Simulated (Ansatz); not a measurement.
Geometry optimisation, RKS PBE-D4/def2-SVP in Ansatz.

Input:

```yaml
crystal:
  periodic: [false, false, false]
  atoms:
    - { symbol: Zn, position_ang: [-1.2332, -0.3525, -1.0173] }
    - { symbol: Si, position_ang: [0.9202, -0.9608, 0.5341] }
    - { symbol: Cl, position_ang: [-3.0667, -0.0144, -2.1304] }
    - { symbol: H, position_ang: [0.2914, 0.7906, 0.2867] }
    - { symbol: O, position_ang: [-0.5483, 1.5845, -0.2316] }
    - { symbol: H, position_ang: [1.3353, -2.2951, 0.1072] }
    - { symbol: H, position_ang: [2.1726, -0.1818, 0.4965] }
    - { symbol: H, position_ang: [0.58, -1.0822, 1.9555] }
    - { symbol: H, position_ang: [-0.4514, 2.5116, -0.0007] }
basis:
  gaussian: { orbitals: def2-SVP }
hamiltonian:
  xc: pbe
  dispersion: d4
relax:
  f_tol: 0.15
  max_steps: 25
  restrain:
    - { distance: [0, 4], at: 3.18, k: 30.0 }
    - { distance: [3, 1], at: 2.72, k: 30.0 }
    - { distance: [0, 1], at: 2.33, k: 30.0 }
    - { distance: [3, 4], at: 0.97, k: 30.0 }
```

Command:

```bash
$ ansatz run input.yaml --threads 2 --pin off --max-ram 3072MiB --backend cpu --events-out ev --progress --plain --runs-dir out
```

**Question.** Where does it end, and by what steps?

**Answer.** The run converged. The restraints hold the end off the free minimum. After 9 steps the energy has fallen by 1.423 eV (the restraints' own energy left out); H4 moved furthest, 0.85 Å. Parted: Zn1–O5. Joined: H4–O5.

| step | energy less start (eV) | largest force component (eV/Å) | accepted |
| --- | --- | --- | --- |
| 0 | 0.0000 | 3.343 | yes |
| 1 | -0.3569 | 7.487 | yes |
| 2 | -0.3823 | 4.063 | yes |
| 3 | -0.4725 | 3.779 | yes |
| 4 | -0.7831 | 3.955 | yes |
| 5 | -1.0755 | 2.954 | yes |
| 6 | -1.1913 | 2.375 | yes |
| 7 | -1.3866 | 0.322 | yes |
| 8 | -1.4144 | 0.307 | yes |
| 9 | -1.4226 | 0.280 | yes |

```xyz
9
Properties=species:S:1:pos:R:3
Zn -1.211 -0.892 -0.994
Si 0.671 -1.151 0.360
Cl -2.921 -0.655 -2.237
H 0.607 1.569 0.176
O -0.313 1.876 0.264
H 1.362 -2.477 0.183
H 1.707 -0.096 0.050
H 0.325 -1.014 1.818
H -0.228 2.839 0.378
```

Time of the run: 20 s on 2 threads of Arm Neoverse V2, on a shared host, peak memory 0.16 GiB.
